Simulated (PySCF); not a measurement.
In(F)2(NCO) (CF₂InNO), SMILES O=C=[N][In]([F])[F].

Coordinates come from a r2SCAN-D4/def2-SVP optimisation. The structure was generated by enumeration; whether it is a known compound was not checked. The def2 effective core potentials stand for the cores of In; spin–orbit coupling is left out. One conformer was computed; it need not be the lowest.

Two levels are set side by side: TDA-PBE/def2-SVPD (PySCF) and TDA-PBE0/def2-SVPD (PySCF). Vertical, same geometry. The lowest singlet is HOMO→LUMO 100 % with PBE and HOMO→LUMO 99 % with the other functional; states are paired by order. Differences are taken from unrounded values.

```
quantity                               TDA-PBE
-------------------------------------  -------
lowest singlet excitation (eV)            3.77
lowest triplet excitation (TDA) (eV)      3.51
first bright state (f over 0.05) (eV)     4.16
its oscillator strength                   0.05
```

Problem. These are the TDA-PBE values. What does TDA-PBE0 give? (Estimate from the structure and the level; the computed values follow.)

Solution. 
```json
[
 {"quantity": "lowest singlet excitation (eV)", "TDA-PBE0": "4.65", "TDA-PBE minus TDA-PBE0": "-0.88"},
 {"quantity": "lowest triplet excitation (TDA) (eV)", "TDA-PBE0": "4.34", "TDA-PBE minus TDA-PBE0": "-0.83"},
 {"quantity": "first bright state (f over 0.05) (eV)", "TDA-PBE0": "5.02", "TDA-PBE minus TDA-PBE0": "-0.86"},
 {"quantity": "its oscillator strength", "TDA-PBE0": "0.06", "TDA-PBE minus TDA-PBE0": "-0.01"}
]
```

A lower first singlet is the usual sign of a functional without exact exchange. Differences between two approximate levels are no errors against the true value.

Rough cost on one machine, each run with all the roots and properties that it gave: TDA-PBE0 against TDA-PBE about 3 times.
